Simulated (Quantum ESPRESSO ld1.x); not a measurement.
Species: the titanium ion Ti3+. Configuration: [Ar] 3d1. All-electron calculation, scalar-relativistic Kohn-Sham, LDA (Slater exchange, Perdew-Wang correlation), spin-polarised, spherical densities, point nucleus; open shells are filled with parallel spins first. Program: ld1.x of Quantum ESPRESSO 7.5.

Normalised radial functions P(r) = r R(r), r in bohr:

r,4p up
0.004431,0.0010
0.00577,0.0016
0.007514,0.0027
0.009784,0.0044
0.01274,0.0071
0.01659,0.0115
0.0216,0.0183
0.02813,0.0288
0.03662,0.0443
0.04769,0.0664
0.0621,0.0961
0.08151,0.1337
0.1061,0.1730
0.1382,0.2050
0.18,0.2136
0.2343,0.1786
0.3051,0.0844
0.3973,-0.0651
0.5173,-0.2327
0.6737,-0.3471
0.8772,-0.3283
1.142,-0.1379
1.487,0.1810
1.952,0.5099
2.542,0.6680
3.31,0.5901
4.31,0.3595
5.612,0.1440
7.308,0.0346
9.516,0.0044

4p up (empty): eigenvalue -20.866 eV, 2 radial nodes at r = 0.357, 1.29 bohr, <r> = 2.92 bohr, 90 % of the charge inside 4.26 bohr.
